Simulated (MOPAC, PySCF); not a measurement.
H12Si5Sn, SMILES `[SiH2]1[SiH2][SiH2][SnH2][SiH2][SiH2]1`, neutral singlet in the gas phase. 

Cartesian coordinates (Å):
```xyz
18

Si    -2.1810     0.0084    -0.3958
Si    -1.1509     1.8873     0.5673
Si     1.0136     2.1007    -0.3082
Sn     2.3599    -0.0046     0.3025
Si     1.0369    -2.0388    -0.5516
Si    -1.1255    -1.9531     0.3507
H     -2.0565     0.0930    -1.8865
H     -3.6368    -0.0209    -0.0448
H     -1.0602     1.6809     2.0483
H     -1.9619     3.1200     0.3092
H      0.9205     2.1981    -1.7998
H      1.6837     3.3370     0.2063
H      3.9339     0.0451    -0.3794
H      2.5154    -0.1050     2.0090
H      1.7232    -3.3196    -0.1896
H      0.9382    -1.9589    -2.0440
H     -1.0288    -1.9103     1.8450
H     -1.9235    -3.1593    -0.0385
```
Charge 0, multiplicity 1.

All levels are single points at this geometry (PBE0-D3(BJ)/def2-SVP); Pople sets use spherical d functions. Orbital energies aren't observables, and empty levels follow the basis.

| level | HOMO (eV) | LUMO (eV) | gap (eV) | dipole (D) | vertical IE, Delta-SCF (eV) |
|---|---|---|---|---|---|
| ωB97X-D3(BJ)/def2-TZVP in PySCF | -9.60 | 1.08 | 10.68 | 0.16 | 9.23 |
| B3LYP/6-311+G** (LANL2DZ on Sn) in PySCF | -7.36 | -0.96 | 6.41 | 0.08 | – |
| B3LYP/6-31G* (LANL2DZ on Sn) in PySCF | -7.28 | -0.49 | 6.79 | 0.23 | 8.96 |
| B3LYP/LANL2DZ in PySCF | -7.48 | -0.34 | 7.14 | 0.03 | – |
| BP86/6-31G* (LANL2DZ on Sn) in PySCF | -6.64 | -1.21 | 5.43 | 0.19 | – |
| M06-2X/6-31G* (LANL2DZ on Sn) in PySCF | -8.32 | 0.27 | 8.59 | 0.22 | – |
| PBE/6-31G* (LANL2DZ on Sn) in PySCF | -6.54 | -1.13 | 5.41 | 0.19 | – |
| SVWN5/6-31G* (LANL2DZ on Sn) in PySCF | -6.58 | -1.22 | 5.36 | 0.15 | – |
| HF/6-31G* (LANL2DZ on Sn) in PySCF | -9.59 | 2.61 | 12.20 | 0.34 | 8.64 |
| AM1 in MOPAC | -10.81 | -2.90 | 7.91 | 2.68 | – |
| PM3 in MOPAC | -9.31 | -1.83 | 7.48 | 1.92 | – |
| PM6 in MOPAC | -8.47 | -1.22 | 7.25 | 0.76 | – |
| PM7 in MOPAC | -9.82 | -0.07 | 9.76 | 2.84 | – |
